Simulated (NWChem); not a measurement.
Program: NWChem. System: morpholine (C4H9NO), charge 0, spin multiplicity 1, at a geometry optimised with PBE0/def2-SVP. Level: B3LYP/def2-SVP, VWN1-RPA local correlation.

Part of the output:

```
             Northwest Computational Chemistry Package (NWChem) 7.3.0
             --------------------------------------------------------

                                NWChem Input Module
                                -------------------

 Scaling coordinates for geometry "geometry" by  1.889725989
 (inverse scale =  0.529177249)

 Turning off AUTOSYM since
 SYMMETRY directive was detected!

                             Geometry "geometry" -> ""
                             -------------------------

 Output coordinates in angstroms (scale by  1.889725989 to convert to a.u.)

  No.       Tag          Charge          X              Y              Z
 ---- ---------------- ---------- -------------- -------------- --------------
    1 C                    6.0000    -0.71719900     0.18357700     1.19650400
    2 C                    6.0000     0.75692600    -0.18276800     1.16231200
    3 O                    8.0000     1.37494300     0.30818700     0.00000000
    4 C                    6.0000     0.75692600    -0.18276800    -1.16231200
    5 C                    6.0000    -0.71719900     0.18357700    -1.19650400
    6 N                    7.0000    -1.34989200    -0.33165900     0.00000000
    7 H                    1.0000    -0.79759500     1.29039200     1.29071000
    8 H                    1.0000    -1.18712600    -0.26199200     2.08827100
    9 H                    1.0000     0.85405700    -1.28695100     1.21130100
   10 H                    1.0000     1.29082800     0.25227700     2.02043300
   11 H                    1.0000     0.85405700    -1.28695100    -1.21130100
   12 H                    1.0000     1.29082800     0.25227700    -2.02043300
   13 H                    1.0000    -1.18712600    -0.26199200    -2.08827100
   14 H                    1.0000    -0.79759500     1.29039200    -1.29071000
   15 H                    1.0000    -2.34734900    -0.14105000     0.00000000

 Effective nuclear repulsion energy (a.u.)     264.5008128759

            Nuclear Dipole moment (a.u.)
            ----------------------------
        X                 Y               Z
 ---------------- ---------------- ----------------
     0.0000056692    -0.0000132281    -0.0000000000

      Symmetry information
      --------------------

 Group name             Cs
 Group number              2
 Group order               2
 No. of unique centers     9

      Symmetry unique atoms

     1    2    3    6    7    8    9   10   15


 Summary of "ao basis" -> "" (spherical)
 ------------------------------------------------------------------------------
       Tag                 Description            Shells   Functions and Types
 ---------------- ------------------------------  ------  ---------------------
 *                          def2-svp                  on all atoms

                                 NWChem DFT Module
                                 -----------------

 Summary of "ao basis" -> "ao basis" (spherical)
 ------------------------------------------------------------------------------
       Tag                 Description            Shells   Functions and Types
 ---------------- ------------------------------  ------  ---------------------
 C                          def2-svp                 6       14   3s2p1d
 O                          def2-svp                 6       14   3s2p1d
 N                          def2-svp                 6       14   3s2p1d
 H                          def2-svp                 3        5   2s1p

 Summary of "ao basis" -> "ao basis" (spherical)
 ------------------------------------------------------------------------------
       Tag                 Description            Shells   Functions and Types
 ---------------- ------------------------------  ------  ---------------------
 C                          def2-svp                 6       14   3s2p1d
 O                          def2-svp                 6       14   3s2p1d
 N                          def2-svp                 6       14   3s2p1d
 H                          def2-svp                 3        5   2s1p

      Symmetry analysis of basis
      --------------------------

        a'         72
        a"         57

            General Information
[...]
    11 a"         12 a'         13 a'         14 a"         15 a'
    16 a"         17 a'         18 a'         19 a"         20 a"
    21 a"         22 a'         23 a'         24 a'         25 a'
    26 a'         27 a'         28 a"         29 a'         30 a"
    31 a'         32 a'         33 a"         34 a"

------------------------------------------------------------
EAF file 0: "./mol.aoints.0" size=524288 bytes
------------------------------------------------------------
               write      read    awrite     aread      wait
               -----      ----    ------     -----      ----
     calls:        1         0         0         0         0
   data(b): 5.24e+05  0.00e+00  0.00e+00  0.00e+00
   time(s): 0.00e+00  0.00e+00  0.00e+00  0.00e+00  0.00e+00
rate(mb/s): 0.00e+00  0.00e+00
------------------------------------------------------------

   convergence    iter        energy       DeltaE   RMS-Dens  Diis-err    time
 ---------------- ----- ----------------- --------- --------- ---------  ------
 d= 0,ls=0.0,diis     1   -287.5052984503 -5.52D+02  1.10D-02  6.53D-01     3.7
 d= 0,ls=0.0,diis     2   -287.5370906692 -3.18D-02  4.35D-03  4.70D-01     4.3
 d= 0,ls=0.0,diis     3   -287.5755314289 -3.84D-02  1.41D-03  9.24D-02     4.8
 d= 0,ls=0.0,diis     4   -287.5836938535 -8.16D-03  4.09D-04  2.74D-03     5.3
 d= 0,ls=0.0,diis     5   -287.5839593208 -2.65D-04  1.27D-04  3.20D-04     6.1
  Resetting Diis
 d= 0,ls=0.0,diis     6   -287.5839954885 -3.62D-05  2.19D-05  6.30D-06     6.6
 d= 0,ls=0.0,diis     7   -287.5839959843 -4.96D-07  1.90D-05  1.92D-06     7.1
 d= 0,ls=0.0,diis     8   -287.5839957727  2.12D-07  1.11D-05  3.88D-06     7.6
 d= 0,ls=0.0,diis     9   -287.5839961959 -4.23D-07  8.92D-07  1.06D-08     8.2

         Total DFT energy =     -287.583996195879
      One electron energy =     -913.530643185782
           Coulomb energy =      402.062339271582
    Exchange-Corr. energy =      -40.616505157591
 Nuclear repulsion energy =      264.500812875912

 Numeric. integr. density =       48.000000390962

     Total iterative time =      7.5s

                  Occupations of the irreducible representations
                  ----------------------------------------------

                     irrep           alpha         beta
                     --------     --------     --------
                     a'               15.0         15.0
                     a"                9.0          9.0

                       DFT Final Molecular Orbital Analysis
                       ------------------------------------

 Vector   22  Occ=2.000000D+00  E=-3.024544D-01  Symmetry=a'
              MO Center=  8.7D-01,  8.6D-02,  8.7D-15, r^2= 2.8D+00
   Bfn.  Coefficient  Atom+Function         Bfn.  Coefficient  Atom+Function
  ----- ------------  ---------------      ----- ------------  ---------------
    33      0.324082   3 O  py               32      0.299932   3 O  px
    36      0.230877   3 O  py               35      0.219903   3 O  px
    18     -0.178684   2 C  px               46     -0.178684   4 C  px
   100     -0.165727  10 H  s               110     -0.165727  12 H  s
    19     -0.150743   2 C  py               47     -0.150743   4 C  py

 Vector   23  Occ=2.000000D+00  E=-2.564475D-01  Symmetry=a'
              MO Center=  6.6D-01,  1.4D-02, -4.3D-15, r^2= 2.6D+00
   Bfn.  Coefficient  Atom+Function         Bfn.  Coefficient  Atom+Function
  ----- ------------  ---------------      ----- ------------  ---------------
    33      0.401413   3 O  py               32     -0.341805   3 O  px
    36      0.294633   3 O  py               35     -0.264982   3 O  px
    75     -0.193050   6 N  py                4     -0.184595   1 C  px
    60     -0.184595   5 C  px               73     -0.154432   6 N  s
    95      0.149920   9 H  s               105      0.149920  11 H  s

 Vector   24  Occ=2.000000D+00  E=-2.242718D-01  Symmetry=a'
              MO Center= -9.2D-01, -1.7D-01,  2.8D-15, r^2= 2.4D+00
   Bfn.  Coefficient  Atom+Function         Bfn.  Coefficient  Atom+Function
  ----- ------------  ---------------      ----- ------------  ---------------
    75      0.489781   6 N  py               78     -0.401944   6 N  py
    73      0.209325   6 N  s                86      0.185506   7 H  s
   121      0.185506  14 H  s                85      0.178004   7 H  s
   120      0.178004  14 H  s                32     -0.133020   3 O  px
    72      0.130099   6 N  s                 5      0.118090   1 C  py

 Vector   25  Occ=0.000000D+00  E= 5.208045D-02  Symmetry=a'
              MO Center= -1.4D+00,  1.9D-01,  3.1D-16, r^2= 7.0D+00
   Bfn.  Coefficient  Atom+Function         Bfn.  Coefficient  Atom+Function
  ----- ------------  ---------------      ----- ------------  ---------------
     3      1.012008   1 C  s                59      1.012008   5 C  s
   126     -0.934472  15 H  s                91     -0.710968   8 H  s
   116     -0.710968  13 H  s                73      0.553589   6 N  s
    86     -0.553884   7 H  s               121     -0.553884  14 H  s
   101     -0.465458  10 H  s               111     -0.465458  12 H  s

 Vector   26  Occ=0.000000D+00  E= 8.207332D-02  Symmetry=a'
              MO Center=  1.8D-01, -6.6D-01, -4.0D-13, r^2= 7.0D+00
   Bfn.  Coefficient  Atom+Function         Bfn.  Coefficient  Atom+Function
  ----- ------------  ---------------      ----- ------------  ---------------
    17      1.347578   2 C  s                45      1.347578   4 C  s
    96     -1.069213   9 H  s               106     -1.069213  11 H  s
    86      0.626772   7 H  s               121      0.626772  14 H  s
     3     -0.478001   1 C  s                59     -0.478001   5 C  s
    73     -0.414562   6 N  s                91     -0.378654   8 H  s

 Vector   27  Occ=0.000000D+00  E= 8.783377D-02  Symmetry=a"
              MO Center= -1.1D-01,  4.1D-02,  6.6D-13, r^2= 9.6D+00
   Bfn.  Coefficient  Atom+Function         Bfn.  Coefficient  Atom+Function
  ----- ------------  ---------------      ----- ------------  ---------------
     3      1.270947   1 C  s                59     -1.270947   5 C  s
    91     -0.977322   8 H  s               116      0.977322  13 H  s
    17      0.895012   2 C  s                45     -0.895012   4 C  s
   101     -0.846606  10 H  s               111      0.846606  12 H  s
    86     -0.633507   7 H  s               121      0.633507  14 H  s

 center of mass
 --------------
 x =   0.04340834 y =   0.00325114 z =  -0.00000000

 moments of inertia (a.u.)
 ------------------
         363.416097644300         -13.892785576881           0.000000000000
         -13.892785576881         665.733873434145           0.000000000000
           0.000000000000           0.000000000000         385.531570598800

     Multipole analysis of the density
     ---------------------------------

     L   x y z        total         alpha         beta         nuclear
     -   - - -        -----         -----         ----         -------
     0   0 0 0     -0.000000    -24.000000    -24.000000     48.000000

     1   1 0 0     -0.618159     -0.309082     -0.309082      0.000006
     1   0 1 0      0.030240      0.015127      0.015127     -0.000013
     1   0 0 1     -0.000000     -0.000000     -0.000000     -0.000000

     2   2 0 0    -28.139011   -112.843611   -112.843611    197.548211
     2   1 1 0     -1.544577     -1.899937     -1.899937      2.255298
     2   1 0 1     -0.000000     -0.000000     -0.000000      0.000000
     2   0 2 0    -29.446654    -31.261362    -31.261362     33.076070
     2   0 1 1      0.000000      0.000000      0.000000      0.000000
     2   0 0 2    -25.220453   -113.570478   -113.570478    201.920502

 Task  times  cpu:        8.2s     wall:        8.2s

 Total times  cpu:        8.2s     wall:        8.2s
```

Problem. Write an NWChem input that would produce this output.

Solution. Several could match; the one computed here: 
```
start mol
memory heap 200 mb stack 900 mb global 1100 mb
geometry units angstroms nocenter noautoz
  C     -0.717199     0.183577     1.196504
  C      0.756926    -0.182768     1.162312
  O      1.374943     0.308187     0.000000
  C      0.756926    -0.182768    -1.162312
  C     -0.717199     0.183577    -1.196504
  N     -1.349892    -0.331659     0.000000
  H     -0.797595     1.290392     1.290710
  H     -1.187126    -0.261992     2.088271
  H      0.854057    -1.286951     1.211301
  H      1.290828     0.252277     2.020433
  H      0.854057    -1.286951    -1.211301
  H      1.290828     0.252277    -2.020433
  H     -1.187126    -0.261992    -2.088271
  H     -0.797595     1.290392    -1.290710
  H     -2.347349    -0.141050     0.000000
  symmetry group Cs
end
basis spherical
  * library def2-svp
end
dft
  xc b3lyp
  semidirect memsize 60000000 filesize 0
  iterations 100
end
task dft energy
```
